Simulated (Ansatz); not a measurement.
`C[SiH](O)F` + HBr → `C[SiH](F)Br` + H₂O at 298.15 K and 1 bar (ligand exchange at the Si–O bond).

Program: Ansatz. Geometries: PBE0-D4/def2-TZVP. ΔE: electronic, gas phase. CCSD(T)/CBS is the MP2 limit (def2-TZVPP, def2-QZVPP) plus CCSD(T) − MP2 in def2-TZVPP, frozen cores. This one scheme is used for every species. For Br outer-core shells are correlated without core-valence functions, which leaves a few kJ/mol of doubt a bond. Scalar relativity is left out up to krypton. One conformer a species, not always the lowest.

```
      species  CCSD(T)/CBS energy (Eh)  H − E (kJ/mol)  S (J/(mol·K))
 `C[SiH](O)F`               -505.24344           182.7          314.7
          HBr              -2573.91920            24.6          198.6
`C[SiH](F)Br`              -3002.78099           148.5          329.8
          H₂O                -76.37941            66.4          188.7
```

H − E and S are ideal-gas, rigid-rotor, harmonic terms from PBE0-D4/def2-TZVP, for one conformer and one mirror image of each species. 1 Eh = 2625.50 kJ/mol, R = 8.31446 J/(mol·K).

Q: By hand: ΔE, ΔH, ΔS and ΔG.

A: ΔE = (-3002.78099) + (-76.37941) − (-505.24344) − (-2573.91920) = 0.00224 Eh = 5.9 kJ/mol. Δ(H − E) = 148.5 + 66.4 − 182.7 − 24.6 = 7.6, so ΔH = 13.5 kJ/mol. ΔS = 329.8 + 188.7 − 314.7 − 198.6 = 5.2 J/(mol·K). ΔG = 13.5 − 298.15 × (5.2)/1000 = 11.9 kJ/mol.

Q: By hand: the equilibrium constant, and the temperature at which ΔG would vanish if ΔH and ΔS stayed fixed.

A: log₁₀ K = −ΔG/(RT ln 10) = -2.1. ΔG = 0 at ΔH/ΔS = 2596 K, far beyond where these terms or the molecules hold.

The number of gas molecules stays the same, so ΔS is small and ΔH decides. A doubt of 5 kJ/mol in ΔE shifts log₁₀ K by 0.9 here. Other conformers and mirror images would add mixing entropy, several J/(mol·K) or more a flexible species. These are equilibria of isolated gas molecules and say nothing of rates. Largest T1 diagnostic: 0.011 (customary marks: 0.02 for closed shells, 0.045 for open ones).
